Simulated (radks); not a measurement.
All-electron atom: the dysprosium ion Dy+ in [Xe] 4f10 6s1 (the NIST ground configuration). All-electron calculation, Dirac Kohn-Sham, PBE, spin-unpolarised, spherical densities, point nucleus; open shells are shared between the two j in proportion to 2j + 1. Program: a radial shooting solver on a logarithmic mesh with Libxc functionals.

Spin-orbit splittings of the eigenvalues, e(l+1/2) - e(l-1/2), with zeta = 2 splitting/(2l+1) and mean radii in bohr:

shell  occ.  splitting (eV)  zeta (eV)  <r> j=l-1/2  <r> j=l+1/2
2p        6           800.3      533.5      0.07438      0.08143
3p        6           166.2      110.8       0.2238       0.2371
3d       10           36.29      14.52       0.2096       0.2138
4p        6           37.13      24.76       0.5404       0.5710
4d       10           6.723      2.689       0.6036       0.6145
4f       10          0.8784     0.2510       0.8644       0.8847
5p        6           4.689      3.126        1.471        1.577
